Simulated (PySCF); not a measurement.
UHF on Ta (tantalum, neutral), [Xe] 4f14 5d2 6s2 6p1, one real determinant (an excited configuration). Calculation: PySCF 2.14, in aug-cc-pVDZ-PP with ECP60MDF (5s5p4d2f, 54 functions); a scalar-relativistic core potential.

```
cycle= 8 E= -56.6551321808821  delta_E= 3.5e-06  |g|= 0.00832  |ddm|= 0.000355
cycle= 9 E= -56.6564349433283  delta_E= -0.0013  |g|= 0.00586  |ddm|= 0.163
cycle= 10 E= -56.6572151148848  delta_E= -0.00078  |g|= 0.00355  |ddm|= 0.146
cycle= 11 E= -56.6574756368706  delta_E= -0.000261  |g|= 0.00213  |ddm|= 0.146
cycle= 12 E= -56.6574827502181  delta_E= -7.11e-06  |g|= 0.000839  |ddm|= 0.0121
cycle= 13 E= -56.6574833688249  delta_E= -6.19e-07  |g|= 0.000314  |ddm|= 0.00797
cycle= 14 E= -56.6574835031476  delta_E= -1.34e-07  |g|= 0.000452  |ddm|= 0.00912
cycle= 15 E= -56.6574838358939  delta_E= -3.33e-07  |g|= 0.0003  |ddm|= 0.00165
cycle= 16 E= -56.6574841122768  delta_E= -2.76e-07  |g|= 4.54e-05  |ddm|= 0.00249
cycle= 17 E= -56.6574841230244  delta_E= -1.07e-08  |g|= 4.11e-05  |ddm|= 0.000839
cycle= 18 E= -56.6574841250535  delta_E= -2.03e-09  |g|= 2.22e-05  |ddm|= 0.000123
cycle= 19 E= -56.6574841262108  delta_E= -1.16e-09  |g|= 3.25e-06  |ddm|= 0.000266
cycle= 20 E= -56.6574841263106  delta_E= -9.98e-11  |g|= 1.38e-06  |ddm|= 3.7e-05
converged SCF energy = -56.6574841263106  <S^2> = 4.3902969  2S+1 = 4.3082697
```

Highest occupied orbital energy: -5.041 eV; ⟨L²⟩ = 15.66; populations by l: s 3.57, p 7.00, d 2.43, f 0.00.

Can this result be used?

Not for this state. Self-consistency was reached. ⟨L²⟩ = 15.66 against 20 for a pure G term, so this real determinant mixes terms. Energies and moments cover only the electrons outside the core potential. Spin-orbit coupling, absent here, splits the open shell strongly. ⟨S²⟩ = 4.39 against 3.75 shows spin contamination. The s, p, d and f populations moved away from the nominal configuration during the SCF.
